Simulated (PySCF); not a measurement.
C₂H₅ClOSi, SMILES C=CO[SiH2]Cl.

Geometry optimised at B3LYP-D3(BJ)/def2-SVP. The structure was generated by enumeration, and PubChem lists no compound with its InChIKey, so it may never have been made. The values are those of a single conformer.

Computed with SMD-ωB97X/def2-SVP (PySCF).

Solvation free energies are E(SMD) − E(gas) at the gas-phase geometry, for 1 M in both phases. In vacuum the dipole moment is 0.90 D.

Problem. Estimate the solvation free energies in water, 1-octanol, acetonitrile. (The exact figures need the calculation; the answer reports its results.)

Solution. 
| solvent | ΔG(solv) (kcal/mol) | its non-electrostatic (CDS) part | dipole (D) |
|---|---|---|---|
| water | 0.7 | 4.1 | 1.13 |
| 1-octanol | -2.1 | 0.7 | 1.09 |
| acetonitrile | -2.9 | 0.0 | 1.11 |
